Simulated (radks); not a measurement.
Charge is removed step by step from the 4p level of Pd, starting from [Kr] 4d10. Method: scalar-relativistic Kohn-Sham, SCAN, spin-unpolarised, spherical densities, finite nucleus; meta-GGA in the generalised Kohn-Sham scheme; Fermi nuclear charge, rms radius 4.5318 fm; computed with a radial shooting solver on a logarithmic mesh with Libxc functionals.

removed (e)  E - E(0) (eV)  eigenvalue (eV)  E minus straight line (eV)
0                    0.000          -52.779                       0.000
0.125                6.669          -54.173                      -0.684
0.25                13.526          -55.630                      -1.180
0.375               20.574          -57.145                      -1.486
0.5                 27.820          -58.711                      -1.592
0.625               35.241          -60.326                      -1.525
0.75                42.881          -61.985                      -1.238
0.875               50.732          -63.686                      -0.739
1                   58.825          -65.425                       0.000

Removing the whole electron costs 58.825 eV by Delta-SCF, against 52.779 eV from minus the eigenvalue at the starting occupation. Slater's transition state (half an electron removed) gives 58.711 eV. Integrating minus the eigenvalue over the occupation (Janak's theorem) gives 58.841 eV. In this scalar-relativistic scheme the density is built from large components alone, so the theorem holds only approximately. The mean slope of the eigenvalue, de/dn, is 12.6 eV per electron.
